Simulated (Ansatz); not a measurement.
Gas-phase electronic energies from Ansatz, PBE0-D4/def2-TZVP geometries. CCSD(T)/CBS is the MP2 limit (def2-TZVPP, def2-QZVPP) plus CCSD(T) − MP2 in def2-TZVPP, frozen cores. Functionals use def2-TZVPP. Elements past krypton have def2 core potentials. For As, Te outer-core shells are correlated without core-valence functions, which leaves a few kJ/mol of doubt a bond. Scalar relativity is left out up to krypton. Each species was taken in one conformer, which may not be the lowest.

`O[SiH]([SiH3])[TeH]` + `C1[SiH2][AsH]1` → `[SiH3][As]1C[SiH2]1` + `O[SiH2][TeH]`  (cleavage of the Si–Si bond)

```csv
level,ΔE (kcal/mol),difference from CCSD(T)/CBS
LDA (SPW92),-6.6,2.4
r2SCANh-D4,-8.2,0.8
r2SCAN0-D4,-8.7,0.3
PBE-QIDH,-9.4,-0.4
LC-ωPBE,-7.9,1.1
HF/def2-SVP,-9.0,0.0
HF/def2-TZVPP,-9.3,-0.3
CCSD(T)/def2-TZVPP,-8.8,0.2
HF/CBS(def2),-9.3,-0.3
MP2/CBS(def2),-11.4,-2.4
CCSD(T)/CBS,-9.0,0
```

Largest T1 diagnostic among the species: 0.012.

Leaving LDA and LC-ωPBE aside and taking each functional with its dispersion term where it has one, the values, not all of them listed here, spread over 2.8 kcal/mol, from PBE-QIDH to B97M-V. From r2SCAN to r2SCAN0 (25 % exact exchange), in def2-TZVPP and without D4, ΔE moves by −0.7 kcal/mol. At CCSD(T), def2-SVP lies +0.9 kcal/mol from the extrapolated value and def2-TZVPP +0.2 kcal/mol.
